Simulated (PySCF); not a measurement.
Dipole response of Te⁺ (tellurium, charge +1)

[Kr] 4d10 5s2 5p3, high-spin 4S determinant. All numbers are calculated (PySCF 2.14, the spin-free X2C one-electron Hamiltonian (Gaussian nucleus), in x2c-QZVPPall with one added diffuse shell each of s, p, d, f type (14s10p8d5f1g, 128 functions)). Coupled (time-dependent) response in atomic units; α is the mean over directions.

```tsv
method	mean α (bohr³)	C₆ (like pair)	S(−4)
PBE0	22.19	188.7	104.4
r2SCAN0	22.04	192.1	96.74
```

S(−4) is the Cauchy moment in α(ω) = α(0) + S(−4) ω² + …

α(iu) at PBE0:

```
u (hartree)  α(iu) (bohr³)
          0          22.19
     0.0500          21.93
      0.100          21.20
      0.200          18.75
      0.300          15.84
      0.500          10.89
      0.750          7.108
       1.00          5.021
       1.50          3.003
       2.00          2.077
       3.00          1.216
       5.00         0.5833
```

A single London oscillator, α(iu) = α/(1 + u²/ω²), gives C₆ = (3/4) ω α². Matching the computed C₆ needs ω = 4 × 188.7 / (3 × 22.19²) = 0.511 hartree.

For an ion, C₆ is the dispersion term alone; charge-induced terms of lower order in 1/R come first.
